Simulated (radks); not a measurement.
Results of a calculation; reference values are marked as such.
Excited configurations of Nd3+: one electron is placed in a higher orbital outside [Xe] 4f2. The ground configuration is [Xe] 4f3. Level of theory: Dirac Kohn-Sham, PBEsol, spin-unpolarised, spherical densities, point nucleus; open shells fill j = l - 1/2 first (a radial shooting solver on a logarithmic mesh with Libxc functionals). Excitation = E - E(ground); binding = E(ion) - E, where the ion is the core of charge +4; n* = 4/sqrt(2 binding) in atomic units, and the quantum defect is n - n*.

| outer orbital | excitation (eV) | binding (eV) | n* | quantum defect | eigenvalue (eV) | <r> (bohr) |
|---|---|---|---|---|---|---|
| 5d3/2 | 9.110 | 31.188 | 2.642 | 2.358 | -26.091 | 2.153 |
| 5f5/2 | 26.141 | 14.157 | 3.921 | 1.079 | -11.778 | 4.187 |
| 6s1/2 | 13.424 | 26.874 | 2.846 | 3.154 | -23.624 | 3.156 |
| 6d3/2 | 24.999 | 15.299 | 3.772 | 2.228 | -13.374 | 4.806 |
| 7p1/2 | 27.481 | 12.818 | 4.121 | 2.879 | -11.381 | 6.324 |

The Delta-SCF ionisation energy is 40.298 eV (NIST Atomic Spectra Database: 40.60 eV, semi-empirical). Self-interaction in the functional shifts the binding energies and quantum defects, so they are the method's values and not measured ones. Spin polarisation and multiplet splitting are left out, so open shells lie too high by an amount that depends on their filling.

Beside tabulated values, note that spin-unpolarised runs miss the spin-polarisation part of the exchange energy of open shells.
